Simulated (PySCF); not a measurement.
Isomers of C5H10NPSi. Computed with PySCF, TDDFT wB97X-D/def2-SVPD, vertical, gas phase, core orbitals frozen in the response. Geometries: GFN2-xTB; one conformer of each isolated species. Triplets are in the Tamm–Dancoff approximation.

A. `C#C[Si@@](N)(P)C(=C)C`
B. `P[SiH2][C@H]1[C@@H](C1)CC#N`
C. `C=C[C@@H](C#N)[Si@@H](C)P`

Lowest singlet levels (six at most, fewer where fewer were computed) with oscillator strengths:

1. 6.67 eV (f 0.041); 6.96 eV (f 0.029); 7.21 eV (f 0.264); 7.53 eV (f 0.021); 7.69 eV (f 0.006); 7.70 eV (f 0.009); T1 5.88 eV
2. 6.05 eV (f 0.048); 6.11 eV (f 0.056); 6.24 eV (f 0.023); 6.40 eV (f 0.095); 6.47 eV (f 0.026); 6.62 eV (f 0.046); T1 4.34 eV
3. 6.24 eV (f 0.021); 6.80 eV (f 0.086); 7.04 eV (f 0.054); 7.19 eV (f 0.332); 7.22 eV (f 0.061); 7.34 eV (f 0.009); T1 4.37 eV

**Question.** Which spectrum belongs to which structure?

**Answer.** 1 = B, 2 = A, 3 = C.
- A: S1 at 6.05 eV, HOMO→LUMO (28%), HOMO-3→LUMO (21%); Löwdin shares by element: HOMO phosphorus 44%, carbon 26% or more, silicon 9% (atoms not listed hold the other 21%); LUMO carbon 30% or more, phosphorus 15%, silicon 15% (atoms not listed hold the other 41%); HOMO -8.89 and LUMO 1.16 eV.
- B: S1 at 6.67 eV, HOMO→LUMO+3 (34%), HOMO→LUMO (20%), HOMO→LUMO+1 (16%); Löwdin shares by element: HOMO phosphorus 63%, silicon 15%, hydrogen 13% or more; LUMO silicon 23%, phosphorus 18%, hydrogen 13% or more (atoms not listed hold the other 46%); HOMO -9.36 and LUMO 1.70 eV.
- C: S1 at 6.24 eV, HOMO→LUMO (80%); Löwdin shares by element: HOMO carbon 33% or more, phosphorus 32%, silicon 9% (atoms not listed hold the other 27%); LUMO carbon 46% or more, silicon 10%, phosphorus 8% (atoms not listed hold the other 36%); HOMO -9.30 and LUMO 1.17 eV.
